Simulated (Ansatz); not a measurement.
Computed with Ansatz.

B2BrH3, SMILES `BBBr` at its PBE0-D4/def2-TZVP geometry, where that method's forces vanish. Total charge 0; spin multiplicity 1.

```json
{"atom": "B1", "x (Å)": "-0.815", "y (Å)": "0.073", "z (Å)": "0.328"}
{"atom": "B2", "x (Å)": "0.733", "y (Å)": "-0.285", "z (Å)": "-0.096"}
{"atom": "Br3", "x (Å)": "1.405", "y (Å)": "0.870", "z (Å)": "-1.473"}
{"atom": "H4", "x (Å)": "-1.749", "y (Å)": "-0.417", "z (Å)": "-0.241"}
{"atom": "H5", "x (Å)": "-1.060", "y (Å)": "0.878", "z (Å)": "1.181"}
{"atom": "H6", "x (Å)": "1.485", "y (Å)": "-1.120", "z (Å)": "0.301"}
```

(1) For each bond, give half the difference of the two atoms' forces along it (eV/Å; positive pushes the atoms apart) under PBE-D4, r2SCAN-D4, B3LYP-D4, ωB97M-V in def2-TZVPP. (An estimate is asked.)

## Answers

(1) The calculation gave: 
```csv
bond,length (Å),PBE-D4,r2SCAN-D4,B3LYP-D4,ωB97M-V
B1–B2,1.645,-0.26,-0.11,0.02,0.16
B1–H4,1.198,0.14,0.01,-0.08,-0.14
B1–H5,1.198,0.14,0.01,-0.08,-0.14
B2–Br3,1.919,0.20,0.16,0.27,0.05
B2–H6,1.192,0.12,-0.03,-0.17,-0.17
```

B3LYP here is the variant with VWN-RPA as its local correlation; programs differ in this.
